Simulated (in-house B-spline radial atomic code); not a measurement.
A fraction x of an electron is removed from 3d in neutral titanium, starting from [Ar] 3d2 4s2 and keeping the highest spin. Level of theory: non-relativistic RPBE, spin-polarised, spherical fractional occupations, point nucleus; calculated with an all-electron radial atomic-structure program (B-spline basis).

```
   x  E(x) - E(0) (eV)  3d up level (eV)
   0            0.0000            -4.959
0.05            0.2601            -5.446
0.24            1.4774            -7.392
0.37            2.5295            -8.805
0.46            3.3674            -9.820
 0.5            3.7694           -10.280
0.62                 ?                 ?
0.72            6.3172           -12.909
0.78            7.1140           -13.653
0.89                 ?                 ?
   1           10.4257           -16.477
```

Q: What belongs in the row x = 0.62?

A: An energy change of 5.0873 eV; 3d up at -11.694 eV.

Q: What belongs in the row x = 0.89?

A: An energy change of 8.6922 eV; 3d up at -15.047 eV.

Q: Check Janak's theorem between x = 0.05 and 0.24.

A: The slope of the energy is 6.41 eV; the orbital levels give 6.42 eV (-ε of the emptying orbital, averaged over the two points).
